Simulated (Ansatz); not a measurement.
Computed with Ansatz on PBE0-D4/def2-TZVP structures; ΔE is electronic, products minus reactants. CCSD(T)/CBS adds triple-zeta CCSD(T) − MP2 to the extrapolated MP2 energy (def2 sets, frozen cores). DFT in def2-TZVPP. Each species was taken in one conformer, which may not be the lowest.

Reaction (isomerisation): `C/C=C/CCCC` → `C=CCCCCC`

```tsv
level	ΔE (kJ/mol)	difference from CCSD(T)/CBS
revPBE-D4	16.4	3.6
CAM-B3LYP-D4	15.5	2.7
ωB97M-V	14.1	1.3
BLYP	19.7	6.9
CAM-B3LYP	17.0	4.2
RPA@PBE/def2-TZVPP	11.2	-1.6
SCS-MP2/def2-TZVPP	13.7	0.9
CCSD/def2-TZVPP	12.8	0.0
HF/CBS(def2)	15.6	2.8
MP2/CBS(def2)	14.2	1.4
CCSD(T)/CBS	12.8	0
```

Largest T1 diagnostic among the species: 0.009.

Leaving LDA and LC-ωPBE aside and taking each functional with its dispersion term where it has one, the values, not all of them listed here, spread over 3.8 kJ/mol, from ωB97M-V to PBE-D4.

CCSD(T)/CBS has its own doubt, a few kJ/mol and more with outer-core shells, so smaller differences from it don't rank the levels.
